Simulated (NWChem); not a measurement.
## Extrapolating the MP2 correlation energy of aminoborane (H₄BN)

```
B
N 1 1.3873
H 2 1.0119 1 123.24
H 2 1.0119 3 113.52 1 180.00
H 1 1.2101 2 119.09 3 180.00
H 1 1.2101 5 121.82 2 180.00
```
Charge 0, spin multiplicity 1.

All runs are NWChem calculations. All single points use one geometry, from PBE0/def2-SVP, a minimum by its harmonic frequencies. It is one conformer; others weren't searched.

The correlated methods keep 2 core orbitals frozen.

Worked example. The MP2 correlation energy is -265.33 mHa in cc-pVDZ and -327.84 mHa in cc-pVTZ. The form E(X) = E∞ + A/X³ turns the pair into an estimate of the basis-set limit.

E∞ = (3³·(-327.84) − 2³·(-265.33))/(3³ − 2³) = -354.2 mHa. The larger basis holds 93 % of that. This is a two-point estimate, and a rough one from so small a pair.
